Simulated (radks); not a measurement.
Ionisation of the silver ion Ag+, [Kr] 4d10, to [Kr] 4d9 as the strength of local exchange is varied. Method: scalar-relativistic Kohn-Sham, Slater X-alpha exchange (alpha = 2/3 is LDA exchange), no correlation, spin-polarised, spherical densities, point nucleus; computed with a radial shooting solver on a logarithmic mesh with Libxc functionals.

alpha,E(Ag+) (hartree),exchange (hartree),IE (eV),-e of the level emptied (eV),<r> of it (bohr)
0.588,-5289.95377,-122.60383,19.354,13.311 (4d),1.426
0.667,-5306.48536,-139.52216,20.695,14.507 (4d),1.399
0.74,-5321.80844,-155.24901,21.985,15.668 (4d),1.376
0.784,-5331.06609,-164.77149,22.785,16.393 (4d),1.362
1.041,-5385.46630,-221.03932,27.812,21.008 (4d),1.290

NIST Atomic Spectra Database: 21.484 eV (measured). The Delta-SCF value meets it near alpha = 0.71. Open shells are spherical and high-spin; term and fine-structure splittings are not resolved.
